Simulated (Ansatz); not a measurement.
CH$_{5}$O$_{3}$V (`[CH3][V](=[O])([OH])[OH]`), 10 atoms. Charge 0, multiplicity 1. Correlated methods include outer-core shells of V, which these sets cover unevenly. Scalar relativity is left out up to krypton. All runs use 4 threads of a server CPU on a shared host. Correlated methods freeze the cores.

How many basis functions does each run have, and how long does it take in Ansatz? RKS ωB97M-V/def2-QZVPP energy; RKS HSE06-D4/def2-TZVPP energy; RHF-MP2/def2-QZVPP energy; RHF-CCSD(T)/def2-SVP energy; RKS PBE0-D4/def2-TZVPP energy; RKS B3LYP-D4/def2-TZVPP energy and forces; direct RPA on PBE orbitals/def2-TZVPP energy; RKS PBE0-D4/def2-TZVP frequencies; RHF-CCSD(T)/def2-TZVPP energy; RKS ωB97M-V/def2-SVP energy; RKS PBE0-D4/def2-SVP energy; RKS PBE0-D4/def2-TZVP relaxation (6 steps). (Best estimate.)

Computed: Other jobs shared the machine, so times are rough.

| level | job | functions | wall time | peak host memory (GiB) |
| --- | --- | --- | --- | --- |
| RKS PBE0-D4/def2-SVP | energy | 112 | 1.5 s | 0.26 |
| RKS PBE0-D4/def2-TZVPP | energy | 258 | 3.6 s | 0.71 |
| RKS HSE06-D4/def2-TZVPP | energy | 258 | 3.6 s | 0.76 |
| RKS ωB97M-V/def2-SVP | energy | 112 | 4.1 s | 0.41 |
| RKS B3LYP-D4/def2-TZVPP | energy and forces | 258 | 5.5 s | 0.8 |
| direct RPA on PBE orbitals/def2-TZVPP | energy | 258 | 6.5 s | 0.77 |
| RHF-CCSD(T)/def2-SVP | energy | 112 | 12 s | 0.68 |
| RKS ωB97M-V/def2-QZVPP | energy | 471 | 18 s | 2.1 |
| RKS PBE0-D4/def2-TZVP | relaxation (6 steps) | 199 | 23 s | 0.6 |
| RHF-MP2/def2-QZVPP | energy | 471 | 26 s | 2.9 |
| RKS PBE0-D4/def2-TZVP | frequencies | 199 | 2.5 min | 0.61 |
| RHF-CCSD(T)/def2-TZVPP | energy | 258 | 4.4 min | 6.8 |

B3LYP here is the variant with VWN-RPA as its local correlation; programs differ in this. HSE06 is defined as in plane-wave codes.
